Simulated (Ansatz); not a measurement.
A nudged elastic band was laid between two geometries of GaH$_{3}$O (5 atoms, charge 0, multiplicity 1).

All numbers below come from RKS B3LYP-D4/def2-SVP (Ansatz 0.2.0).

```yaml
movable_images: 5
climbing_image: yes
spring: 5.0 eV/Å²
optimiser: quadratic models (default)
start_path: through a guess of the saddle point
force_threshold: 0.5 eV/Å
iteration_limit: 60
end_points: relaxed
```

Image 0:

```xyz
5
Properties=species:S:1:pos:R:3
Ga 0.481 -0.002 0.017
O 0.784 -0.156 1.779
H -0.008 -0.238 2.326
H 1.796 0.128 -0.813
H -1.008 -0.015 -0.481
```

Image 6:

```xyz
5
Properties=species:S:1:pos:R:3
Ga -0.118 0.259 -1.018
O 1.057 0.118 1.026
H 0.546 -0.362 1.693
H 1.971 -0.192 1.091
H -1.411 -0.104 0.036
```

(1) Which bonds break or form, and what moves?

(2) Give the energies along the band, and the barrier.

(3) What is the geometry of the highest image?

The band took 6 iterations and roughly 50 core-seconds.

Results:

(1) Bonds broken: Ga1–O2, Ga1–H4. Bonds formed: O2–H4. GaH3O becomes GaH + H2O.

(2) The forces met the threshold. The highest image is number 3 of 0 to 6, 2.54 eV above the first end and 1.66 eV above the last; the last end lies 0.88 eV above the first. The threshold of 0.5 eV/Å is loose, so the images may lie well off the minimum-energy path. Neighbouring images differ by up to 1.3 eV, so the band resolves the path poorly. The order of the stationary point at the top wasn't checked. The orbitals stay closed-shell, which can raise the energy where a bond breaks towards radicals; this wasn't checked here.

| image | path coordinate (Å) | energy (eV) | Ga1–O2 (Å) | Ga1–H4 (Å) | O2–H4 (Å) |
| --- | --- | --- | --- | --- | --- |
| 0 | 0.00 | 0.00 | 1.79 | 1.56 | 2.80 |
| 1 | 0.61 | 0.28 | 1.80 | 1.55 | 2.57 |
| 2 | 1.22 | 1.25 | 1.84 | 1.54 | 2.11 |
| 3 | 1.83 | 2.54 | 2.03 | 1.64 | 1.47 |
| 4 | 2.36 | 1.30 | 2.26 | 2.05 | 1.01 |
| 5 | 2.90 | 0.93 | 2.35 | 2.68 | 0.97 |
| 6 | 3.44 | 0.88 | 2.36 | 3.00 | 0.97 |

(3) 
```xyz
5
Properties=species:S:1:pos:R:3:forces:R:3
Ga 0.234 0.086 -0.448 0.14 0.02 0.20
O 0.887 0.226 1.472 -0.08 -0.17 -0.29
H 0.607 -0.493 2.068 0.04 0.07 0.08
H 1.674 -0.173 0.301 -0.07 0.06 0.02
H -1.357 0.071 -0.564 -0.03 0.01 -0.01
```

The run took 54 s on 1 thread of Arm Neoverse V1 (shared host), peak memory 0.12 GiB.
